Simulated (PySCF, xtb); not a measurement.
Si(Br)(OH) (BrHOSi), SMILES O[Si]Br (connectivity only; charge and spin as stated), neutral, multiplicity 1. The values are those of a single conformer.

Harmonic wavenumbers (cm⁻¹) from GFN2-xTB (xtb) at its own minimum, in rising order: 216, 365, 366, 649, 867, 3702.

Task: What does B3LYP-D3(BJ)/def2-TZVP in PySCF 2.14.0 give at its own minimum? (Estimate from the structure and the level; the computed values follow.)

Result: 222, 391, 462, 788, 860, 3813. Paired by order, the mean absolute difference is 64 cm⁻¹ and the zero-point energies are 8.8 and 9.3 kcal/mol.
